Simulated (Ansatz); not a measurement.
Mulliken charges of C₃H₄B, SMILES `C#C[B]C` radical from PBE/def2-TZVPP in Ansatz (PBE0-D4/def2-TZVP geometry).

| atom | x (Å) | y (Å) | z (Å) | charge (e) |
| --- | --- | --- | --- | --- |
| C1 | 1.641 | 1.601 | 0.950 | -0.143 |
| C2 | 1.009 | 0.698 | 0.424 | -0.059 |
| B3 | 0.378 | -0.437 | -0.234 | -0.082 |
| C4 | -1.010 | -0.998 | -0.565 | -0.298 |
| H5 | 2.205 | 2.382 | 1.404 | 0.225 |
| H6 | -1.725 | -0.852 | 0.252 | 0.119 |
| H7 | -1.387 | -0.407 | -1.413 | 0.116 |
| H8 | -1.021 | -2.044 | -0.874 | 0.122 |

By hand: the dipole of these point charges (1 e Å = 4.8032 D).

Σ q r = (-0.019, 0.201, 0.102) e Å, of length 0.226 e Å = 1.09 D.

How does the dipole of the full density compare? (Best estimate.)

Ansatz gave: (-0.159, 0.079, 0.030) e Å, 0.86 D; the point charges give 1.27 times that, at 57° from its direction.

Point charges leave out the atoms' own dipoles, such as those of lone pairs, and Mulliken's split depends on the basis, so the two needn't agree.
